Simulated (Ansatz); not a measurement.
Born–Oppenheimer molecular dynamics of CH5GaO (8 atoms, charge 0, multiplicity 1). It starts from a relaxed structure.

All numbers below come from RKS B3LYP-D4/def2-SVP in Ansatz.

```json
{
 "ensemble": "NVT, Langevin thermostat",
 "time step": "0.25 fs",
 "steps asked": "150",
 "set temperature": "1500 K",
 "friction": "0.001 /fs",
 "seed": "944230"
}
```

Frames 2.5 fs apart, positions in Å, forces in eV/Å.

Velocities at 2.5 fs (Å/ps):

```
Ga -0.52 -1.05 0.83
H 72.01 56.74 18.55
C -2.00 -5.05 -5.53
H 3.72 -8.97 -56.89
H 40.14 -4.72 -14.76
H -2.15 -13.92 17.13
O -1.96 4.39 2.21
H -39.00 0.97 0.31
```

```xyz
8
Properties=species:S:1:pos:R:3:forces:R:3 time_fs=2.5 energy_less_start_eV=0.424 T=871
Ga 0.071 -0.203 0.024 0.06 0.14 -0.11
H 0.051 -0.252 1.623 -0.21 -0.06 -0.36
C 1.732 -0.004 -1.013 -1.04 2.91 -0.73
H 2.314 -0.848 -1.078 1.86 -2.64 0.67
H 1.617 0.170 -2.115 -0.51 0.52 0.64
H 2.330 0.847 -0.563 -0.37 -0.78 -0.44
O -1.425 -0.149 -0.990 4.46 0.41 -1.89
H -2.215 -0.244 -0.584 -4.25 -0.48 2.22
8
Properties=species:S:1:pos:R:3:forces:R:3 time_fs=5 energy_less_start_eV=0.492 T=812
Ga 0.069 -0.206 0.026 0.32 0.30 0.23
H 0.222 -0.113 1.659 -0.44 -0.19 -0.79
C 1.726 -0.011 -1.028 0.91 -0.52 -1.39
H 2.363 -0.919 -1.196 -0.18 0.12 1.26
H 1.698 0.176 -2.133 -0.86 0.78 0.59
H 2.321 0.789 -0.532 0.03 -0.37 -0.24
O -1.424 -0.139 -0.985 -2.42 -0.44 1.34
H -2.359 -0.247 -0.557 2.63 0.32 -1.00
8
Properties=species:S:1:pos:R:3:forces:R:3 time_fs=7.5 energy_less_start_eV=0.756 T=584
Ga 0.068 -0.209 0.029 0.64 0.57 0.17
H 0.365 0.025 1.647 -0.66 -0.35 -0.85
C 1.726 -0.019 -1.049 1.27 -2.79 -1.29
H 2.405 -0.991 -1.241 -1.28 1.55 1.34
H 1.728 0.220 -2.120 -0.85 0.77 -0.08
H 2.312 0.713 -0.512 0.66 0.42 0.30
O -1.429 -0.129 -0.974 -2.86 -0.54 1.44
H -2.390 -0.238 -0.570 3.08 0.37 -1.03
8
Properties=species:S:1:pos:R:3:forces:R:3 time_fs=10 energy_less_start_eV=0.632 T=734
Ga 0.068 -0.211 0.032 0.83 0.85 -0.42
H 0.467 0.149 1.587 -0.81 -0.46 -0.54
C 1.734 -0.041 -1.078 0.86 -1.58 0.02
H 2.379 -0.983 -1.208 -0.81 0.77 0.66
H 1.710 0.292 -2.114 -0.59 0.52 -0.28
H 2.337 0.656 -0.475 0.17 0.11 -0.07
O -1.445 -0.119 -0.958 4.49 0.20 -1.23
H -2.273 -0.215 -0.629 -4.13 -0.42 1.85
8
Properties=species:S:1:pos:R:3:forces:R:3 time_fs=12.5 energy_less_start_eV=0.597 T=845
Ga 0.068 -0.212 0.035 0.95 0.98 -1.05
H 0.531 0.249 1.494 -0.80 -0.42 0.13
C 1.746 -0.072 -1.108 -1.12 2.49 0.84
H 2.313 -0.940 -1.136 1.20 -2.32 -0.37
H 1.654 0.386 -2.118 -0.10 -0.31 0.43
H 2.370 0.600 -0.444 -0.49 -0.18 -0.60
O -1.451 -0.106 -0.947 0.97 -0.23 0.13
H -2.329 -0.215 -0.595 -0.60 0.00 0.48
8
Properties=species:S:1:pos:R:3:forces:R:3 time_fs=15 energy_less_start_eV=0.996 T=504
Ga 0.070 -0.211 0.037 0.96 0.94 -1.54
H 0.543 0.332 1.416 -0.67 -0.28 0.77
C 1.754 -0.095 -1.135 -1.08 1.79 1.37
H 2.303 -1.004 -1.078 0.58 -1.38 -0.99
H 1.583 0.461 -2.094 0.38 -0.94 0.42
H 2.378 0.530 -0.437 -0.45 0.13 -0.53
O -1.452 -0.093 -0.938 -3.47 -0.83 1.86
H -2.436 -0.222 -0.513 3.76 0.56 -1.36
8
Properties=species:S:1:pos:R:3:forces:R:3 time_fs=17.5 energy_less_start_eV=0.914 T=617
Ga 0.073 -0.209 0.037 0.87 0.90 -1.82
H 0.502 0.405 1.387 -0.57 -0.21 0.95
C 1.756 -0.112 -1.156 -0.11 -2.17 2.39
H 2.327 -1.138 -1.075 -1.08 1.65 -1.36
H 1.530 0.481 -2.039 0.37 -0.56 -0.78
H 2.361 0.459 -0.449 0.22 0.68 0.07
O -1.461 -0.081 -0.924 -1.00 -0.57 1.01
H -2.352 -0.193 -0.495 1.29 0.27 -0.46
8
Properties=species:S:1:pos:R:3:forces:R:3 time_fs=20 energy_less_start_eV=1.032 T=503
Ga 0.077 -0.205 0.035 0.83 1.03 -1.52
H 0.422 0.466 1.412 -0.55 -0.36 0.52
C 1.757 -0.137 -1.165 -0.24 -2.78 2.49
H 2.299 -1.185 -1.149 -1.07 1.92 -1.07
H 1.498 0.456 -2.019 0.19 -0.19 -1.25
H 2.357 0.429 -0.467 0.54 0.70 0.24
O -1.474 -0.069 -0.908 5.56 0.07 -2.39
H -2.234 -0.150 -0.473 -5.27 -0.39 2.98
8
Properties=species:S:1:pos:R:3:forces:R:3 time_fs=22.5 energy_less_start_eV=0.544 T=992
Ga 0.081 -0.202 0.032 0.79 1.18 -0.74
H 0.314 0.514 1.466 -0.44 -0.60 -0.12
C 1.757 -0.175 -1.162 -1.41 1.18 1.46
H 2.214 -1.135 -1.291 0.42 -0.75 -0.61
H 1.470 0.412 -2.061 0.35 -0.56 0.11
H 2.381 0.438 -0.475 0.10 -0.13 -0.49
O -1.474 -0.058 -0.899 -1.75 -0.62 1.69
H -2.324 -0.125 -0.335 1.94 0.29 -1.29
8
Properties=species:S:1:pos:R:3:forces:R:3 time_fs=25 energy_less_start_eV=0.688 T=834
Ga 0.086 -0.197 0.027 0.53 1.20 -0.25
H 0.179 0.530 1.510 -0.19 -0.75 -0.55
C 1.751 -0.207 -1.153 -1.74 2.41 0.54
H 2.144 -1.124 -1.476 1.01 -1.71 -0.09
H 1.463 0.331 -2.106 0.17 -0.15 0.88
H 2.408 0.440 -0.509 0.05 -0.66 -0.78
O -1.478 -0.048 -0.885 -2.90 -0.62 2.47
H -2.343 -0.093 -0.252 3.07 0.29 -2.24
8
Properties=species:S:1:pos:R:3:forces:R:3 time_fs=27.5 energy_less_start_eV=0.552 T=968
Ga 0.092 -0.191 0.021 0.20 1.07 -0.19
H 0.044 0.499 1.515 0.06 -0.70 -0.54
C 1.739 -0.231 -1.141 -0.53 -1.27 -1.13
H 2.123 -1.196 -1.653 -0.07 0.95 1.71
H 1.460 0.238 -2.101 -0.32 0.77 0.30
H 2.446 0.408 -0.586 0.45 -0.46 -0.35
O -1.488 -0.039 -0.864 2.00 -0.49 -1.09
H -2.209 -0.044 -0.278 -1.79 0.13 1.28
8
Properties=species:S:1:pos:R:3:forces:R:3 time_fs=30 energy_less_start_eV=0.658 T=934
Ga 0.098 -0.185 0.015 0.00 0.77 -0.25
H -0.091 0.431 1.482 0.28 -0.47 -0.12
C 1.724 -0.259 -1.133 0.09 -1.99 -1.55
H 2.096 -1.210 -1.741 -0.31 1.06 2.21
H 1.441 0.190 -2.080 -0.62 1.25 -0.26
H 2.516 0.346 -0.683 0.39 -0.27 -0.01
O -1.492 -0.034 -0.847 2.45 -0.64 -1.87
H -2.172 0.023 -0.233 -2.28 0.29 1.84
```

Of the whole run (38 fs, mean temperature of the second half 891 K): The mean temperature of the second half is 41 % below the set value. A run of 0.037 ps of so small a system gives no equilibrium averages.

Run time: 8.3 min on 1 thread of Arm Neoverse V1, on a shared host, peak memory 0.16 GiB.
